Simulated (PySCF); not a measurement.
## Ionisation energy of Cl(2+) by level of theory

Cl(2+) [Ne] 3s2 3p3 (4S) → Cl(3+) [Ne] 3s2 3p2 (3P), as a difference of total energies. Computed with PySCF 2.14 in x2c-TZVPPall with one added diffuse shell each of s, p, d type (6s6p4d1f, 51 functions), with the spin-free X2C one-electron Hamiltonian (Gaussian nucleus). Correlated levels: valence: [Ne] frozen. The calculations carry no spin-orbit coupling.

Question: Order these methods by the ionisation energy they give, lowest first.
A. CCSD (valence)
B. MP2 (valence)
C. UHF
D. CCSD(T) (valence)

Answer: C (38.950 eV), A (39.530 eV), D (39.565 eV), B (39.599 eV).

A first-order spin-orbit estimate (lowest level to lowest level, LS coupling) adds -0.104 eV.

Errors of the correlated levels include the incompleteness of this basis and the frozen core.

For comparison: 39.8 ± 0.11 eV (semi-empirical (NIST evaluation); NIST Atomic Spectra Database, ionization energies).
